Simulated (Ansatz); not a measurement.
`O[SiH2]N[SiH3]` and `O[SiH2][NH][AlH2]` differ in one atom or group.

Ansatz, PBE0-D4/def2-TZVP geometries, multiplicity 1. Each molecule was computed in one conformer, which needn't be the lowest.

```tsv
property	`O[SiH2]N[SiH3]`
size of the dipole moment (ωB97M-V/def2-TZVPP) / D	2.16
HOMO energy (B3LYP/def2-TZVPP) / eV	-7.53
size of the dipole moment (PBE/def2-TZVPP) / D	2.09
HOMO–LUMO gap (B3LYP/def2-TZVPP) / eV	7.42
LUMO energy (PBE0/def2-TZVPP) / eV	0.13
HOMO energy (PBE/def2-TZVPP) / eV	-6.40
```

Question: Give the same properties after the change, and the shifts. (Estimate.)

Answer: Computed: 
```
                                          property  `O[SiH2][NH][AlH2]`  shift
size of the dipole moment (ωB97M-V/def2-TZVPP) / D                 1.33  -0.83
               HOMO energy (B3LYP/def2-TZVPP) / eV                -7.77  -0.24
    size of the dipole moment (PBE/def2-TZVPP) / D                 1.36  -0.73
             HOMO–LUMO gap (B3LYP/def2-TZVPP) / eV                 6.64  -0.78
                LUMO energy (PBE0/def2-TZVPP) / eV                -0.92  -1.05
                 HOMO energy (PBE/def2-TZVPP) / eV                -6.68  -0.28
```

With PBE0 the HOMO falls by 0.24 eV and the LUMO falls by 1.05 eV, so the gap narrows by about 0.81 eV. PBE moves the HOMO by -0.28 eV and ωB97M-V by -0.25 eV. Dipoles are sizes alone; their direction can turn.

B3LYP here is the variant with VWN-RPA as its local correlation; programs differ in this.
